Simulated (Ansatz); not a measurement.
Species: TeF₃, net charge 1, singlet state. It need not be the lowest isomer of its formula. 
Coordinates optimised at B3LYP-D3(BJ)/def2-TZVP (Ansatz, a program for electronic structure):
```xyz
4

Te    -0.0661     0.1122     0.2964
F     -1.1868    -1.0598    -0.5445
F      0.1075     1.2429    -1.1278
F      1.4612    -0.8315    -0.0404
```
Charge +1, spin multiplicity 1.

Property: vertical electron affinity (to the doublet state of charge +0; a negative value means that the extra electron is unbound and the number depends on the basis; each state is the SCF solution reached for its spin; the molecule has degenerate orbitals, so one determinant may break the symmetry), in eV. Valence correlation only, unless marked. Open shells are spin-unrestricted. No spin-orbit coupling. The frozen core is the preceding noble-gas configuration, with the filled d and f shells of earlier blocks. Past Kr the def2 sets carry scalar-relativistic core potentials. Basis-set limits of correlation are two-point, X^-3; Hartree-Fock from the larger set.

```csv
level,program,vertical electron affinity (eV)
HF/def2-SVPD,Ansatz,6.90
HF/def2-TZVPPD,Ansatz,6.75
HF/def2-QZVPPD,Ansatz,6.72
SVWN5/def2-TZVPD,Ansatz,7.08
PBE/def2-TZVPD,Ansatz,6.91
r2SCAN/def2-TZVPD,Ansatz,7.03
B3LYP/def2-TZVPD,Ansatz,7.11
PBE0/def2-TZVPD,Ansatz,7.11
BHLYP/def2-TZVPD,Ansatz,7.17
wB97M-V/def2-TZVPD,Ansatz,7.03
wB97X-V/def2-TZVPD,Ansatz,7.03
wB97X/def2-TZVPD,Ansatz,7.00
B2PLYP/def2-TZVPD,Ansatz,6.96
MP2/def2-SVPD,Ansatz,6.86
RI-MP2/def2-TZVPPD,Ansatz,6.83
RI-MP2/def2-QZVPPD,Ansatz,6.86
"RI-MP2/CBS(def2-TZVPPD,def2-QZVPPD)",Ansatz,6.91
SCS-MP2/def2-SVPD,Ansatz,6.82
CCSD/def2-SVPD,Ansatz,6.97
CCSD(T)/def2-SVPD,Ansatz,6.93
```
